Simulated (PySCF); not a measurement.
Working out the ionisation energy of Ti²⁺

Ti²⁺ [Ar] 3d2 (3F) → Ti³⁺ [Ar] 3d1 (2D). Computed with PySCF 2.14 in def2-QZVPPD (11s6p5d3f2g, 93 functions), with no relativity, point nucleus. Frozen: [Ne]. Energies in hartree (1 hartree = 27.21139 eV):

| part | Ti²⁺ (lower) | Ti³⁺ (upper) |
| --- | --- | --- |
| UHF | -847.738369 | -846.753811 |
| CCSD correlation | -0.276995 | -0.256229 |
| (T) | -0.005929 | -0.005362 |

Problem. What does Hartree-Fock give?

Solution. (-846.753811) − (-847.738369) = 0.984558 hartree = 26.791 eV.

Problem. What do CCSD and CCSD(T) give?

Solution. The CCSD correlation energies differ by 0.020766 hartree = 0.565 eV and the triples by 0.000567 hartree = 0.015 eV, so CCSD gives 27.356 eV and CCSD(T) 27.371 eV.

Reference: 27.492 eV (measured; NIST Atomic Spectra Database, ionization energies), between the lowest levels; spin-orbit coupling is absent from the calculation.

The calculation is non-relativistic.

What remains against the reference includes basis incompleteness, the frozen core and higher excitations.
